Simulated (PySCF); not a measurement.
How methods differ on the excitation energy of S²⁺

S²⁺ [Ne] 3s2 3p2 (3P) → S²⁺ [Ne] 3s1 3p2 3d1 (high-spin determinant), as a difference of total energies. Computed with PySCF 2.14 in aug-cc-pV(D+d)Z (5s4p3d, 32 functions), with no relativity, point nucleus. Correlated levels: valence: [Ne] frozen. The calculations carry no spin-orbit coupling.

| method | excitation energy (eV) |
| --- | --- |
| UHF | 22.604 |
| MP2 (valence) | 23.665 |
| SCS-MP2 (valence) | 24.041 |
| CCSD (valence) | 23.224 |
| CCSD(T) (valence) | 23.164 |
| CCSDT (valence) | 23.166 |

Q: How much does correlation contribute at CCSD(T) (valence)?

A: 23.164 − (22.604) = 0.560 eV, measured against UHF.

A first-order spin-orbit estimate (lowest level to lowest level, LS coupling) adds 0.016 eV.

The promoted electron is Rydberg-like, and one or two diffuse shells describe it only roughly, which tends to raise the upper state.

The coupled-cluster amplitudes are large for the upper state (T1 above 0.03 or a double amplitude above 0.15), so a single reference is strained.

The determinant of the upper state mixes LS terms, which raises its energy above the lowest term, most at the Hartree-Fock and MP2 levels.
